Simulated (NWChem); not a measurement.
System: AlH3; SMILES [AlH3]

NWChem input:

```
start job
memory heap 200 mb stack 900 mb global 1100 mb
geometry units angstroms noautoz
  Al     0.000000     0.000000     0.000000
  H      1.121447     1.121447     0.000000
  H      0.410478    -1.531925     0.000000
  H     -1.531925     0.410478     0.000000
end
basis spherical
  * library def2-tzvp
end
dft
  xc b3lyp
  iterations 150
  mulliken
end
task dft energy
```

Parts of the log:

```
             Northwest Computational Chemistry Package (NWChem) 7.3.0
             --------------------------------------------------------

 D3H symmetry detected

                             Geometry "geometry" -> ""
                             -------------------------

 Output coordinates in angstroms (scale by  1.889725989 to convert to a.u.)

  No.       Tag          Charge          X              Y              Z
 ---- ---------------- ---------- -------------- -------------- --------------
    1 Al                  13.0000    -0.00000000    -0.00000000     0.00000000
    2 H                    1.0000     1.12144695     1.12144695     0.00000000
    3 H                    1.0000     0.41047807    -1.53192502     0.00000000
    4 H                    1.0000    -1.53192502     0.41047807     0.00000000

 Effective nuclear repulsion energy (a.u.)      13.5907589599

      Symmetry information
      --------------------

 Group name             D3h
 Group number             27
 Group order              12
 No. of unique centers     2

                                 NWChem DFT Module
                                 -----------------

 Summary of "ao basis" -> "ao basis" (spherical)
 ------------------------------------------------------------------------------
       Tag                 Description            Shells   Functions and Types
 ---------------- ------------------------------  ------  ---------------------
 Al                        def2-tzvp                13       37   5s5p2d1f
 H                         def2-tzvp                 4        6   3s1p

      Symmetry analysis of basis
      --------------------------

        a1'        12
        a1"         0
        a2'         2
        a2"         7
        e'         26
        e"          8

  Rotation of axis

            General Information
            -------------------
          SCF calculation type: DFT
          Wavefunction type:  closed shell.
          No. of atoms     :     4
          No. of electrons :    16
           Alpha electrons :     8
            Beta electrons :     8
          Charge           :     0
          Spin multiplicity:     1
          Use of symmetry is: on ; symmetry adaption is: on
          Maximum number of iterations: 150
          AO basis - number of functions:    55
                     number of shells:    25
          Convergence on energy requested:  1.00D-06
          Convergence on density requested:  1.00D-05
          Convergence on gradient requested:  5.00D-04

              XC Information
              --------------
                         B3LYP Method XC Potential
                     Hartree-Fock (Exact) Exchange  0.200
                        Slater Exchange Functional  0.800 local
                    Becke 1988 Exchange Functional  0.720 non-local
              Lee-Yang-Parr Correlation Functional  0.810
                  VWN I RPA Correlation Functional  0.190 local

             Grid Information
             ----------------
          Grid used for XC integration:  medium
          Radial quadrature: Mura-Knowles
          Angular quadrature: Lebedev.
          Tag              B.-S. Rad. Rad. Pts. Rad. Cut. Ang. Pts.
          ---              ---------- --------- --------- ---------
          Al                  1.25       88           8.0       590
          H                   0.35       45           9.0       434
          Grid pruning is: on
          Number of quadrature shells:   133
          Spatial weights used:  Erf1

      Superposition of Atomic Density Guess
      -------------------------------------

 Sum of atomic energies:        -243.37425148

      Non-variational initial energy
      ------------------------------

 Total energy =    -243.363712
 1-e energy   =    -364.928714
 2-e energy   =     107.974243
 HOMO         =      -0.361998
 LUMO         =      -0.024905

      Symmetry analysis of molecular orbitals - initial
      -------------------------------------------------

  Numbering of irreducible representations:

     1 a1'         2 a1"         3 a2'         4 a2"         5 e'
     6 e"

  Orbital symmetries:

     1 a1'         2 a1'         3 e'          4 e'          5 a2"
     6 a1'         7 e'          8 e'          9 a2"        10 a1'
    11 e'         12 e'         13 a1'        14 e"         15 e"
    16 e'         17 e'         18 a2"

     ---------------------------------------------
      Total Density - Mulliken Population Analysis
     ---------------------------------------------

    Atom       Charge   Shell Charges
 -----------   ------   -------------------------------------------------------
    1 Al  13    12.44   2.00  0.65  1.33  0.88  0.36  2.91  2.28  0.82  0.76  0.32  0.07  0.03  0.01
    2 H    1     1.19   0.23  0.58  0.37  0.00
    3 H    1     1.19   0.23  0.58  0.37  0.00
    4 H    1     1.19   0.23  0.58  0.37  0.00

   convergence    iter        energy       DeltaE   RMS-Dens  Diis-err
 ---------------- ----- ----------------- --------- --------- ---------
 d= 0,ls=0.0,diis     1   -244.2195179091 -2.58D+02  4.79D-03  2.78D-01
 d= 0,ls=0.0,diis     2   -244.2318242732 -1.23D-02  1.97D-03  3.39D-03
 d= 0,ls=0.0,diis     3   -244.2323558225 -5.32D-04  5.06D-04  1.43D-03
 d= 0,ls=0.0,diis     4   -244.2324983557 -1.43D-04  6.68D-05  1.30D-05
 d= 0,ls=0.0,diis     5   -244.2325000503 -1.69D-06  5.07D-06  3.75D-08
 d= 0,ls=0.0,diis     6   -244.2325000586 -8.29D-09  6.48D-07  1.16D-09

         Total DFT energy =     -244.232500058611
      One electron energy =     -365.753251382548
           Coulomb energy =      127.695729789389
    Exchange-Corr. energy =      -19.765737425324
 Nuclear repulsion energy =       13.590758959872

 Numeric. integr. density =       15.999991963366

                  Occupations of the irreducible representations
                  ----------------------------------------------

                     irrep           alpha         beta
                     --------     --------     --------
                     a1'               3.0          3.0
                     a1"               0.0          0.0
                     a2'               0.0          0.0
                     a2"               1.0          1.0
                     e'                4.0          4.0
                     e"                0.0          0.0

                       DFT Final Molecular Orbital Analysis
                       ------------------------------------

 Vector    6  Occ=2.000000D+00  E=-4.239396D-01  Symmetry=a1'
              MO Center=  3.5D-17,  3.7D-18, -8.3D-18, r^2= 2.3D+00
   Bfn.  Coefficient  Atom+Function         Bfn.  Coefficient  Atom+Function
  ----- ------------  ---------------      ----- ------------  ---------------
     4      0.553517  1 Al s                  3     -0.295486  1 Al s
     5      0.165617  1 Al s                 39      0.123622  2 H  s
    45      0.123622  3 H  s                 51      0.123622  4 H  s
    38      0.089811  2 H  s                 44      0.089811  3 H  s
    50      0.089811  4 H  s                  2      0.083349  1 Al s

 Vector    7  Occ=2.000000D+00  E=-3.085170D-01  Symmetry=e'
              MO Center= -4.1D-01, -4.6D-01, -4.4D-16, r^2= 2.6D+00
   Bfn.  Coefficient  Atom+Function         Bfn.  Coefficient  Atom+Function
  ----- ------------  ---------------      ----- ------------  ---------------
    45      0.235099  3 H  s                 51     -0.228060  4 H  s
    16     -0.218387  1 Al py                15      0.207185  1 Al px
    46      0.183853  3 H  s                 52     -0.178348  4 H  s
    44      0.145026  3 H  s                 50     -0.140684  4 H  s
    19     -0.079024  1 Al py                18      0.074970  1 Al px

 Vector    8  Occ=2.000000D+00  E=-3.085170D-01  Symmetry=e'
              MO Center=  4.1D-01,  4.6D-01,  9.3D-17, r^2= 2.6D+00
   Bfn.  Coefficient  Atom+Function         Bfn.  Coefficient  Atom+Function
  ----- ------------  ---------------      ----- ------------  ---------------
    39      0.267405  2 H  s                 15      0.218387  1 Al px
    40      0.209117  2 H  s                 16      0.207185  1 Al py
    38      0.164954  2 H  s                 51     -0.139798  4 H  s
    45     -0.127607  3 H  s                 52     -0.109326  4 H  s
    46     -0.099791  3 H  s                 50     -0.086238  4 H  s

 Vector    9  Occ=0.000000D+00  E=-7.272873D-02  Symmetry=a2"
              MO Center= -8.2D-16,  4.9D-16,  7.0D-16, r^2= 4.0D+00
   Bfn.  Coefficient  Atom+Function         Bfn.  Coefficient  Atom+Function
  ----- ------------  ---------------      ----- ------------  ---------------
    20      0.665157  1 Al pz                17      0.427068  1 Al pz
     8     -0.107500  1 Al pz                11     -0.092631  1 Al pz

 Vector   10  Occ=0.000000D+00  E= 3.353168D-02  Symmetry=a1'
              MO Center=  1.7D-15, -1.4D-15, -1.2D-15, r^2= 4.2D+00
   Bfn.  Coefficient  Atom+Function         Bfn.  Coefficient  Atom+Function
  ----- ------------  ---------------      ----- ------------  ---------------
     5      1.716902  1 Al s                 40     -0.835863  2 H  s
    46     -0.835863  3 H  s                 52     -0.835863  4 H  s
     4      0.477127  1 Al s                  3     -0.211909  1 Al s
    28      0.197711  1 Al d  0              23      0.128090  1 Al d  0
    38     -0.092686  2 H  s                 44     -0.092686  3 H  s

[...]
```

Level: B3LYP/def2-TZVP. Geometry: optimised at PBE0-D3(BJ)/def2-TZVP.
